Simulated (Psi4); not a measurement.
potassium atom (K), doublet; B3LYP/6-31G** in Psi4.

Psi4 was given this input:
```
memory 2 GB

molecule mol {
0 2
  K     0.000000    0.000000    0.000000
}

set basis 6-31g**
set reference uks
set d_convergence 1e-10

energy('b3lyp')
print_variables()
```

**Question.** What does Psi4 print? Leave out banner, timings and long lists.

**Answer.** 
```
   => Loading Basis Set <=

    Name: 6-31G**
    Role: ORBITAL
    Keyword: BASIS

         ---------------------------------------------------------
                                   SCF
               by Justin Turney, Rob Parrish, Andy Simmonett
                          and Daniel G. A. Smith
                              UKS Reference
         ---------------------------------------------------------

  ==> Geometry <==

    Molecular point group: d2h
    Geometry (in Angstrom), charge = 0, multiplicity = 2:

       Center              X                  Y                   Z               Mass
    ------------   -----------------  -----------------  -----------------  -----------------
         K            0.000000000000     0.000000000000     0.000000000000    38.963706486400

  Running in d2h symmetry.

  Rotational constants: A = ************  B = ************  C = ************ [cm^-1]
  Rotational constants: A = ************  B = ************  C = ************ [MHz]
  Nuclear repulsion =    0.000000000000000

  Charge       = 0
  Multiplicity = 2
  Electrons    = 19
  Nalpha       = 10
  Nbeta        = 9

  ==> Algorithm <==

  SCF Algorithm Type is DF.
  DIIS enabled.
  MOM disabled.
  Fractional occupation disabled.
  Guess Type is CORE.
  Energy threshold   = 1.00e-06
  Density threshold  = 1.00e-10
  Integral threshold = 1.00e-12

  ==> Primary Basis <==

  Basis Set: 6-31G**
    Blend: 6-31G**
    Number of shells: 10
    Number of basis functions: 23
    Number of Cartesian functions: 23
    Spherical Harmonics?: false
    Max angular momentum: 2

  ==> DFT Potential <==

   => LibXC <=

    Version 7.1.2
    S. Lehtola, C. Steigemann, M. J. T. Oliveira, and M. A. L. Marques,  SoftwareX 7, 1–5 (2018) (10.1016/j.softx.2017.11.002)

   => Composite Functional: B3LYP <=

    B3LYP Hyb-GGA Exchange-Correlation Functional

    P. J. Stephens, F. J. Devlin, C. F. Chabalowski, and M. J. Frisch,  J. Phys. Chem. 98, 11623 (1994) (10.1021/j100096a001)

    Deriv               =              1
    GGA                 =           TRUE
    Meta                =          FALSE

    Exchange Hybrid     =           TRUE
    MP2 Hybrid          =          FALSE

   => Exchange Functionals <=

    0.0800   Slater exchange
    0.7200         Becke 88

   => Exact (HF) Exchange <=

    0.2000               HF

   => Correlation Functionals <=

    0.1900   Vosko, Wilk & Nusair (VWN5_RPA)
    0.8100   Lee, Yang & Parr

   => LibXC Density Thresholds  <==

[...]
   @S   Observed:                5.000000000E-01

    Orbital Energies [Eh]
    ---------------------

    Alpha Occupied:

[...]
       4Ag    -0.106619

    Alpha Virtual:

[...]
       8Ag     0.336776

    Beta Occupied:

[...]
    Beta Virtual:

[...]
    Final Occupation by Irrep:
             Ag   B1g   B2g   B3g    Au   B1u   B2u   B3u
    DOCC [     3,    0,    0,    0,    0,    2,    2,    2 ]
    SOCC [     1,    0,    0,    0,    0,    0,    0,    0 ]
    NA   [     4,    0,    0,    0,    0,    2,    2,    2 ]
    NB   [     3,    0,    0,    0,    0,    2,    2,    2 ]

  @DF-UKS Final Energy:  -599.89008315122430

   => Energetics <=

    Nuclear Repulsion Energy =              0.0000000000000000
    One-Electron Energy =                -823.9244970001425372
    Two-Electron Energy =                 250.9472283730391382
    DFT Exchange-Correlation Energy =     -26.9128145241208649
    Empirical Dispersion Energy =           0.0000000000000000
    VV10 Nonlocal Energy =                  0.0000000000000000
    Total Energy =                       -599.8900831512243030

  UHF NO Occupations:
  HONO-2 :    2B2u 1.9999964
  HONO-1 :    2B3u 1.9999964
  HONO-0 :    4 Ag 1.0000000
  LUNO+0 :    3B3u 0.0000036
  LUNO+1 :    3B1u 0.0000036
  LUNO+2 :    3B2u 0.0000036
  LUNO+3 :    5 Ag 0.0000001

Computation Completed

Properties will be evaluated at   0.000000,   0.000000,   0.000000 [a0]

Properties computed using the SCF density matrix

 Multipole Moments:

 ------------------------------------------------------------------------------------
     Multipole            Electronic (a.u.)      Nuclear  (a.u.)        Total (a.u.)
 ------------------------------------------------------------------------------------

 L = 1.  Multiply by 2.5417464519 to convert [e a0] to [Debye]
 Dipole X            :          0.0000000            0.0000000            0.0000000
 Dipole Y            :          0.0000000            0.0000000            0.0000000
 Dipole Z            :          0.0000000            0.0000000            0.0000000
 Magnitude           :                                                    0.0000000

 ------------------------------------------------------------------------------------

  Variable Map:
  ----------------------------------------------------------------------------
[...]
  Array Variable Map:
  ----------------------------------------------------------------------------
[...]
[...]
```
